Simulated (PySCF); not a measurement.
# Excited states of In³⁺ (indium, charge +3)

Ground state [Kr] 4d10, ¹S. Calculation: PySCF 2.14, in x2c-SVPall with two added diffuse shells each of s, p type (8s7p3d, 44 functions); the spin-free X2C one-electron Hamiltonian (Gaussian nucleus). Vertical excitation energies in eV without spin-orbit coupling; excited terms of each kind are numbered among those the solver found. Frozen: [Kr].

```
 term  leading excitation  EOM-EE-CCSD
 1 3D              4d → s       17.618
 1 1D              4d → s       18.262
1 3P°              4d → p       25.331
1 3F°              4d → p       25.865
1 1F°              4d → p       26.226
1 1D°              4d → p       26.714
1 3D°              4d → p       26.724
1 1P°              4d → p       26.969
 1 3F              4d → d       37.311
 1 3G              4d → d       37.321
 1 1G              4d → d       37.408
 2 3D              4d → s       38.195
 2 1D              4d → s       38.311
```

The spin-orbit splitting of the hole, absent here, rivals or exceeds the spacing of these terms, so the LS terms are model states.

The solver can miss terms.
